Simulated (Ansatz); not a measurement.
Gas-phase electronic energies from Ansatz, PBE0-D4/def2-TZVP geometries. CCSD(T)/CBS is the MP2 limit (def2-TZVPP, def2-QZVPP) plus CCSD(T) − MP2 in def2-TZVPP, frozen cores. This one scheme is used for every species. Functionals use def2-TZVPP. HSE06 is defined as in plane-wave codes. Elements past krypton have def2 core potentials. For In outer-core shells are correlated without core-valence functions, which leaves a few kJ/mol of doubt a bond. One conformer a species, not always the lowest.

Reaction (cleavage of the Si–In bond): `N[SiH2][InH2]` + PH₃ → `N[SiH2]P` + `[InH3]`

CCSD(T)/CBS gives +1.4 kcal/mol.

(1) Another level gave +1.0 kcal/mol. Which?
A. HSE06/def2-TZVPP
B. LC-ωPBE/def2-TZVPP
C. B97M-V/def2-TZVPP
D. BLYP/def2-TZVPP

Largest T1 diagnostic among the species: 0.014.

Results:

(1) A. HSE06 1.0, LC-ωPBE -0.1, B97M-V -2.0, BLYP 2.3 kcal/mol.

From BLYP to BHLYP (50 % exact exchange), in def2-TZVPP and without D4, ΔE moves by −1.2 kcal/mol. Leaving LDA and LC-ωPBE aside and taking each functional with its dispersion term where it has one, the values, not all of them listed here, spread over 3.3 kcal/mol, from B97M-V to B2PLYP. LDA lies −0.8 kcal/mol from PBE without D4.
